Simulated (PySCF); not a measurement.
CH₃OS, SMILES C[S]=O, multiplicity 2.

The structure is a stationary point at ωB97X-D3(BJ)/def2-TZVP. The isomer is the one that the SMILES or the coordinates give; other isomers of the formula were not compared.

All values below come from ωB97X-D3(BJ)/def2-TZVP (PySCF).

Frequencies are harmonic and unscaled.

Problem. Give all harmonic wavenumbers and intensities. (The exact figures need the calculation; the answer reports its results.)

Solution. 
```tsv
mode	ν (cm⁻¹)	IR (km/mol)	moving atoms (share of kinetic energy)
1	147	0.4	H 86 %, O 8 %
2	347	8.3	O 42 %, H 22 %, S 19 %, C 16 %
3	719	11.4	C 53 %, S 28 %, H 17 %
4	899	1.5	H 84 %, C 15 %
5	960	11.3	H 68 %, C 22 %
6	1121	44.7	O 66 %, S 34 %
7	1345	2.6	H 82 %, C 18 %
8	1454	10.5	H 96 %
9	1468	8.7	H 96 %
10	3067	3.7	H 98 %
11	3166	3.9	H 90 %, C 10 %
12	3167	2.2	H 90 %, C 10 %
```
